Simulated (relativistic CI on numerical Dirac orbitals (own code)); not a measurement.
**Radial parameters of Te35+**

These numbers are calculated, not measured: Dirac-Coulomb-Breit CI, orbitals from a KLI potential per configuration, a model potential for QED, unscaled Slater integrals (own radial code, finite nucleus).

Slater integrals F^k, G^k are unscaled and averaged over j, outside the closed core [Ne]; ζ comes from projecting the Hamiltonian with its Breit term on Σ l·s of the shell.

- 3s2 3p5: ζ(3p) = 350380 cm⁻¹; <r>(3p) = 0.2843, <r^2>(3p) = 0.09327 (bohr units).
- 3s2 3p4 3d: F^2(3p,3p) = 347620, ζ(3p) = 349930, F^2(3p,3d) = 349460, G^1(3p,3d) = 369110, G^3(3p,3d) = 247870, ζ(3d) = 46343 cm⁻¹; <r>(3p) = 0.2846, <r^2>(3p) = 0.09346, <r>(3d) = 0.2523, <r^2>(3d) = 0.07362 (bohr units).
- 3s 3p5 3d: G^1(3s,3p) = 439400, ζ(3p) = 349780, G^2(3s,3d) = 276620, F^2(3p,3d) = 349220, G^1(3p,3d) = 369010, G^3(3p,3d) = 247760, ζ(3d) = 46631 cm⁻¹; <r>(3s) = 0.2927, <r^2>(3s) = 0.09761, <r>(3p) = 0.2847, <r^2>(3p) = 0.09359, <r>(3d) = 0.2526, <r^2>(3d) = 0.07376 (bohr units).

Averages of the first 10 configurations, taken without configuration mixing, which lowers the lowest level and can move excited configurations by several eV; other configurations of the list can lie among them:

```json
{"Configuration": "3s2 3p5", "Parity": "odd", "States": "6", "Average energy above the lowest level (eV)": "29.9"}
{"Configuration": "3s 3p6", "Parity": "even", "States": "2", "Average energy above the lowest level (eV)": "200.8"}
{"Configuration": "3s2 3p4 3d", "Parity": "even", "States": "150", "Average energy above the lowest level (eV)": "218.1"}
{"Configuration": "3s 3p5 3d", "Parity": "odd", "States": "120", "Average energy above the lowest level (eV)": "382.6"}
{"Configuration": "3p6 3d", "Parity": "even", "States": "10", "Average energy above the lowest level (eV)": "562.0"}
{"Configuration": "3s 3p4 3d2", "Parity": "even", "States": "1350", "Average energy above the lowest level (eV)": "570.0"}
{"Configuration": "3s2 3p3 3d 4p", "Parity": "even", "States": "1200", "Average energy above the lowest level (eV)": "1361.0"}
{"Configuration": "3p6 4s", "Parity": "even", "States": "2", "Average energy above the lowest level (eV)": "1457.3"}
{"Configuration": "3s 3p4 3d 4s", "Parity": "even", "States": "600", "Average energy above the lowest level (eV)": "1456.8"}
{"Configuration": "3s2 3p4 4s", "Parity": "even", "States": "30", "Average energy above the lowest level (eV)": "1111.1"}
```
